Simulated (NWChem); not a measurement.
# C2H7FSi; SMILES CC[SiH2]F

```xyz
11

Si     0.5042    -0.7666     0.1514
F     -0.9571    -1.4596    -0.1572
C      0.4711     1.0164    -0.4411
C     -0.6152     1.8761     0.2213
H      0.7276    -0.8391     1.6376
H      1.5541    -1.5631    -0.5728
H      1.4848     1.4396    -0.2573
H      0.3483     1.0037    -1.5465
H     -1.6252     1.4584     0.0341
H     -0.4800     1.9265     1.3217
H     -0.6076     2.9170    -0.1615
```
Atoms are numbered in this order, from 1.

Level: PBE-D3(BJ)/def2-SVP (NWChem), optimised geometry, unscaled harmonic frequencies. 

Task: List the harmonic frequencies with IR intensities, and the thermochemistry.

Result: 
```json
[
 {"frequency (cm⁻¹)": "81", "IR intensity (km/mol)": "1.0"},
 {"frequency (cm⁻¹)": "156", "IR intensity (km/mol)": "1.6"},
 {"frequency (cm⁻¹)": "219", "IR intensity (km/mol)": "0.2"},
 {"frequency (cm⁻¹)": "303", "IR intensity (km/mol)": "5.2"},
 {"frequency (cm⁻¹)": "556", "IR intensity (km/mol)": "28.2"},
 {"frequency (cm⁻¹)": "621", "IR intensity (km/mol)": "0.5"},
 {"frequency (cm⁻¹)": "702", "IR intensity (km/mol)": "57.0"},
 {"frequency (cm⁻¹)": "726", "IR intensity (km/mol)": "9.3"},
 {"frequency (cm⁻¹)": "826", "IR intensity (km/mol)": "17.1"},
 {"frequency (cm⁻¹)": "886", "IR intensity (km/mol)": "173.0"},
 {"frequency (cm⁻¹)": "916", "IR intensity (km/mol)": "102.3"},
 {"frequency (cm⁻¹)": "956", "IR intensity (km/mol)": "4.9"},
 {"frequency (cm⁻¹)": "975", "IR intensity (km/mol)": "101.2"},
 {"frequency (cm⁻¹)": "1029", "IR intensity (km/mol)": "12.4"},
 {"frequency (cm⁻¹)": "1203", "IR intensity (km/mol)": "2.7"},
 {"frequency (cm⁻¹)": "1216", "IR intensity (km/mol)": "4.6"},
 {"frequency (cm⁻¹)": "1345", "IR intensity (km/mol)": "1.5"},
 {"frequency (cm⁻¹)": "1374", "IR intensity (km/mol)": "4.9"},
 {"frequency (cm⁻¹)": "1426", "IR intensity (km/mol)": "6.3"},
 {"frequency (cm⁻¹)": "1429", "IR intensity (km/mol)": "6.4"},
 {"frequency (cm⁻¹)": "2165", "IR intensity (km/mol)": "102.6"},
 {"frequency (cm⁻¹)": "2173", "IR intensity (km/mol)": "156.9"},
 {"frequency (cm⁻¹)": "2964", "IR intensity (km/mol)": "10.5"},
 {"frequency (cm⁻¹)": "2970", "IR intensity (km/mol)": "27.7"},
 {"frequency (cm⁻¹)": "3016", "IR intensity (km/mol)": "3.8"},
 {"frequency (cm⁻¹)": "3054", "IR intensity (km/mol)": "18.3"},
 {"frequency (cm⁻¹)": "3062", "IR intensity (km/mol)": "14.7"}
]
```

| Property | Value |
|---|---|
| zero-point energy | 51.9 kcal/mol |
| thermal correction to the enthalpy at 298.15 K (with zero-point energy) | 56.4 kcal/mol |
| heat capacity Cv | 20.6 cal/(mol K) |
| entropy at 298.15 K and 1 atm (symmetry number 1) | 76.8 cal/(mol K) |
| dipole moment | 1.73 D |

Rigid rotor and harmonic oscillator; modes under 100 cm⁻¹ make the entropy uncertain.
